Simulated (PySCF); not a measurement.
**How methods differ on the ionisation energy of Ni**

Ni [Ar] 3d8 4s2 (3F) → Ni⁺ [Ar] 3d9 (2D), as a difference of total energies. All numbers are calculated (PySCF 2.14, the spin-free X2C one-electron Hamiltonian (Gaussian nucleus), in cc-pVDZ-DK). Correlated levels: valence: [Ar] frozen. The calculations carry no spin-orbit coupling.

| method | ionisation energy (eV) | difference from reference (eV) |
| --- | --- | --- |
| UHF | 8.182 | +0.542 |
| B3LYP | 8.162 | +0.522 |
| MP2 (valence) | 6.941 | -0.699 |
| SCS-MP2 (valence) | 7.181 | -0.459 |

Reference: 7.640 eV (measured; NIST Atomic Spectra Database, ionization energies).

The reference lies between the lowest fine-structure levels, while these numbers refer to the centres of the terms.

Errors of the correlated levels include the incompleteness of this basis and the frozen core.

MP2 underrates the near-degeneracy of ns² with np² in the lower species.
